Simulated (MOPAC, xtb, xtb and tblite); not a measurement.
Torsional profile of SMILES CC(C)c1cccc(C(F)(F)F)c1 (C10H11F3). Scanned: dihedral C1–C2–C4–C5; all other coordinates were relaxed at GFN2-xTB. Heavy atoms are numbered in the order of the SMILES CC(C)c1cccc(C(F)(F)F)c1, hydrogens after them in the order of the atoms that carry them; the mirror image has the same energies with the sign of each dihedral reversed.

Methods: GFN2-xTB (xtb and tblite); PM3, restricted, heats of formation // GFN2-xTB (MOPAC); AM1, restricted, heats of formation // GFN2-xTB (MOPAC); GFN1-xTB // GFN2-xTB (xtb).

Energies relative to the lowest point of each profile, in mEh; the last columns give the difference from GFN1-xTB:

```csv
φ / °,GFN2-xTB,PM3,AM1,GFN1-xTB,GFN2-xTB − GFN1-xTB,PM3 − GFN1-xTB,AM1 − GFN1-xTB
-160,4.1,3.7,2.7,3.8,0.3,-0.1,-1.0
-140,3.9,3.4,2.5,3.6,0.3,-0.1,-1.0
-120,2.1,2.2,1.3,2.2,-0.1,0.0,-0.9
-100,0.9,1.2,0.8,1.2,-0.2,0.0,-0.3
-80,0.4,0.5,0.5,0.5,0.0,0.0,0.0
-60,0.1,0.0,0.1,0.1,0.0,-0.1,0.0
-40,0.5,0.7,0.6,0.6,-0.1,0.1,0.0
-20,1.0,1.3,0.9,1.3,-0.3,0.0,-0.4
0,2.3,2.5,1.5,2.4,-0.1,0.0,-0.9
20,4.1,3.6,2.7,3.7,0.3,-0.1,-1.1
40,3.9,3.6,2.6,3.6,0.3,0.0,-1.0
60,2.0,2.3,1.4,2.1,-0.1,0.2,-0.8
80,0.8,1.3,0.8,1.0,-0.2,0.4,-0.2
100,0.3,0.6,0.4,0.3,0.0,0.4,0.1
120,0.0,0.1,0.0,0.0,0.0,0.1,0.0
140,0.4,0.7,0.5,0.4,-0.1,0.3,0.1
160,0.9,1.3,0.9,1.1,-0.3,0.1,-0.3
180,2.3,2.6,1.6,2.4,-0.1,0.2,-0.8
```

GFN2-xTB is furthest from GFN1-xTB at 20 (0.3 mEh, above); its mean absolute difference over the points is 0.2 mEh.

PM3 is furthest from GFN1-xTB at 80 (0.4 mEh, above); its mean absolute difference over the points is 0.1 mEh.

AM1 is furthest from GFN1-xTB at 20 (-1.1 mEh, below); its mean absolute difference over the points is 0.5 mEh.
